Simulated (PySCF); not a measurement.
## Se: excitation energy

Se [Ar] 3d10 4s2 4p4 (3P) → Se [Ar] 3d10 4s1 4p5 (3P), as a difference of total energies. Calculation: PySCF 2.14, in aug-cc-pwCVDZ-PP with ECP10MDF; scalar relativity through the core potential. Correlated levels: valence and next inner shell: nothing frozen outside the core potential. The calculations carry no spin-orbit coupling.

```tsv
method	excitation energy (eV)
UHF	11.730
MP2 (valence and next inner shell)	10.908
SCS-MP2 (valence and next inner shell)	10.743
CCSD (valence and next inner shell)	9.985
CCSD(T) (valence and next inner shell)	9.456
```

Task: How much does correlation contribute at CCSD(T) (valence and next inner shell)?

Result: 9.456 − (11.730) = -2.274 eV, measured against UHF.

The upper state lies above the first ionisation limit, where it may autoionise and the basis confines it.

The coupled-cluster amplitudes are large for the upper state (T1 above 0.03 or a double amplitude above 0.15), so a single reference is strained.
